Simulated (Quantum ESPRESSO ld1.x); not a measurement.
Question: The erbium ion Er3+, 65 electrons, occupied as [Xe] 4f9 6s1 6p1 (not the ground configuration). All-electron calculation, scalar-relativistic Kohn-Sham, revPBE, spin-unpolarised, spherical densities, point nucleus. Program: ld1.x of Quantum ESPRESSO 7.5. Some entries of the table are withheld. Estimate them.

orbital  occ.  eigenvalue (eV)  <1/r> (bohr^-1)  <r> (bohr)
1s          2         -57436.4            77.59     0.02037
2s          2         -9699.15            18.06     0.08646
2p          6         -8583.84            16.67     0.07673
3s          2         -2222.26            6.658      0.2253
3p          6         -1883.10            6.219      0.2245
3d         10         -1458.94            5.894      0.2038
4s          2         -486.725            2.823      0.5061
4p          6         -374.652            2.587         (1)
4d         10         -224.541            2.296      0.5764
5s          2         -98.2835            1.128       1.181
5p          6         -69.4072           0.9728         (2)
4f          9         -59.1869            1.809      0.6989
6s          1         -28.9867           0.4677       2.737
6p          1              (3)           0.3969       3.207

Answer: 
(1) 4p <r> (bohr): 0.5359
(2) 5p <r> (bohr): 1.347
(3) 6p eigenvalue (eV): -22.1614
